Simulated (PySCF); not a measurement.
Numbering as in the mapped SMILES `[CH3:1][CH2:2][C:3]([CH3:4])([CH3:5])[O:6][SiH2:7][PH2:8]`; H(Xn) means a hydrogen on atom n.

PySCF 2.14 calculation with PBE0/pcSseg-1 with gauge-including orbitals and structure optimised with GFN2-xTB; no solvent model, relativity neglected, one conformer, averaged over atoms made equivalent by symmetry, fast rotation or ring inversion.

Predict the 2D correlation tables (HSQC, COSY, HMBC).

## Answers



HSQC (one-bond C–H):
```
                δH            δC
      1.41 (H(C2))     40.9 (C2)
1.32 (H(C4)/H(C5))  30.2 (C4/C5)
      1.15 (H(C1))      9.7 (C1)
```

COSY cross peaks (H two or three bonds apart, from the bond graph; peaks can be absent where the dihedral angle is near 90°):
```
           δH            δH
5.55 (H(Si7))  0.93 (H(P8))
 1.41 (H(C2))  1.15 (H(C1))
```

HMBC (two and three bonds, from the bond graph):
```
                δH                                  δC
     5.55 (H(Si7))                           75.0 (C3)
      1.41 (H(C2))   75.0 (C3), 30.2 (C4/C5), 9.7 (C1)
1.32 (H(C4)/H(C5))  75.0 (C3), 40.9 (C2), 30.2 (C4/C5)
      1.15 (H(C1))                75.0 (C3), 40.9 (C2)
```

Shifts are taken against calculated references (same method and geometry level): ¹H (σref 31.72) and ¹³C (σref 186.93) vs TMS.

Short H···H contacts in this conformer between protons four or more bonds apart (candidates for NOE cross peaks, intensity ∝ r⁻⁶): H(C1)···H(C4) 2.35 Å, H(C2)···H(C5) 2.48 Å, H(C5)···H(Si7) 2.68 Å.

Shifts are as computed. Against solution values, carbons near 30 ppm lie about +3 ppm off and those near 130 ppm about +5 ppm. Of 1211 compounds with measured shifts, 218 miss one by over three times the rms of a fit or turn the order of signals round; such compounds aren't used in these exercises.
